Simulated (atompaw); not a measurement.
Building the PAW (atompaw) potential for chromium (Cr) (PBEsol, scalar-relativistic).

```
Element                 : Cr (Z = 24)
Generator               : atompaw 4.2.0.5
Type                    : PAW
Functional              : PBEsol
Relativity              : scalar-relativistic
Frozen core             : [Ne]
Valence charge          : 14
Reference configuration : 3s2 3p6 3d5 4s1 4p0
Partial waves           : 3s (bound); 4s (bound); 3p (bound); 4p (bound, empty); 3d (bound); 3d channel at 2.1 Ry
Local potential         : bessel scheme, radius 1.60 bohr
Core correction         : smooth core density matched at 1.55 bohr
Augmentation charge     : sinc compensation charge, radius 1.60 bohr; PAW radius 2.05 bohr; waves and projectors: bloechl
```

- Cutoffs needed: 40 Ry and 55 Ry (the cutoffs (Ry, on a coarse ladder) from which the occupation-weighted sum of valence levels, in a spherical-Bessel basis at the reference potential, stays within 10 and 1 mRy of its value at 400 Ry)
- Ghost test: no extra level below or beside the all-electron valence levels (s, p, d, f tested) (spherical-Bessel basis up to 400 Ry, 20 bohr box)
- Lowest eigenvalue of the overlap operator: 0.57 (s channel)
- Overlap eigenvalues printed by atompaw (projector basis): 0.767, 1.79, 2.6, 5.49, 11, 28.3
- Share of each valence orbital outside the PAW sphere: 3s 1 %, 4s 87 %, 3p 2 %, 4p 97 %, 3d 21 %
